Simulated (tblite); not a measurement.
Species: CH4F3P3Si.
InChI=1S/CH4F3P3Si/c2-1(3,4)6-5-7(6)8/h5H,8H3

All values are computed: GFN2-xTB (tblite) harmonic vibrations without scaling, gas phase. Against measured fundamentals such values can be off by several per cent, at times by over 20. Modes of hydrogen on phosphorus and silicon can be 10 to 20 % off.

Harmonic wavenumbers (cm⁻¹): 28.3, 33.0, 78.4, 83.3, 138.5, 164.2, 254.3, 259.8, 382.5, 418.2, 425.8, 452.5, 470.8, 476.5, 495.6, 517.3, 596.8, 646.9, 675.1, 731.2, 738.2, 762.4, 785.7, 1049.2, 1049.9, 1073.0, 2189.6, 2214.2, 2264.7, 2285.6.

A = 1949, B = 661.7, C = 601.2 MHz; mass 193.925 u (most abundant isotopes); point group C1, symmetry number 1.

Problem. What is the zero-point energy?

Solution. Half the sum of the wavenumbers: 10871 cm⁻¹ = 31.08 kcal/mol.

Problem. Entropy at 200 K, 1 bar (ideal gas, RRHO, classical rotation)?

Solution. Translation 39.73, rotation 29.22, vibration 25.42: S = 94.4 cal/(mol K).

Problem. And Cp and H(200 K) − H(0)?

Solution. Cp = 31.91 cal/(mol K), of which vibrations give 23.96 (their classical limit is 30 R = 59.6); H(200 K) − H(0) = 4.12 kcal/mol without the zero-point energy, 2.53 from vibrations.

Problem. How do the functions run with temperature in this model?

Solution. 
```tsv
T (K)	S (cal/(mol K))	Cp (cal/(mol K))	H − H(0) (kcal/mol)	G − H(0) (kcal/mol)	ln q(vib)
100	76.6	20.7	1.49	-6.17	3.13
300	109.1	40.8	7.78	-24.95	9.53
500	132.6	50.8	17.07	-49.24	15.19
800	158.2	57.8	33.49	-93.08	22.31
1000	171.4	60.4	45.32	-126.08	26.31
```

q(vib) and H(0) count from the zero-point level.

Problem. Which modes carry the vibrational entropy at 200 K?

Solution. 28.3 cm⁻¹: 5.15; 33.0 cm⁻¹: 4.85; 78.4 cm⁻¹: 3.15; 83.3 cm⁻¹: 3.03; 138.5 cm⁻¹: 2.07; 164.2 cm⁻¹: 1.77 cal/(mol K); the other 24 give 5.39 together.

Problem. Blend soft modes into free rotors: weight 1/[1 + (100 cm⁻¹/ν̃)⁴] for the oscillator and the rest for a rotor with moment μB/(μ + B), μ = h/(8π²ν), B = 10⁻⁴⁴ kg m². What vibrational entropy results?

Solution. 22.19 cal/(mol K) in place of 25.42, which changes −T·S at 200 K by +0.65 kcal/mol.

Hindered rotation and anharmonicity are outside this model. The structure is chiral; the term R ln 2 for an equal mix with its mirror image is left out.

Conformer computed: `[F:1][C:2]([F:3])([F:4])[p:5]1[pH:6][p:7]1[SiH3:8]`: F1–C2–P5–P6 150°.
